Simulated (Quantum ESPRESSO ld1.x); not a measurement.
Q: The mean radii <r> (bohr) of the occupied orbitals of an atom or ion are listed with their occupations. Calculated with ld1.x of Quantum ESPRESSO 7.5: scalar-relativistic Kohn-Sham, PBE, spin-unpolarised, spherical densities, point nucleus.

| orbital | occ. | <r> |
|---|---|---|
| 1s | 2 | 0.02781 |
| 2s | 2 | 0.1198 |
| 2p | 6 | 0.1048 |
| 3s | 2 | 0.3221 |
| 3p | 6 | 0.3202 |
| 3d | 10 | 0.2968 |
| 4s | 2 | 0.7643 |
| 4p | 6 | 0.8202 |
| 4d | 10 | 0.9644 |
| 5s | 2 | 1.920 |
| 5p | 1 | 2.230 |

Name the element and its charge.

A: Z = 52, tellurium, charge +3: Te3+ in [Kr] 4d10 5s2 5p1. The 1s radius gives Z: for a bare nucleus <r> = (2 gamma + 1)/(2Z) with gamma = sqrt(1 - (Z/c)^2), 0.02741 bohr for Z = 52, and screening makes it slightly larger (0.02781 here). The occupations add up to 49, and the charge is Z minus that.
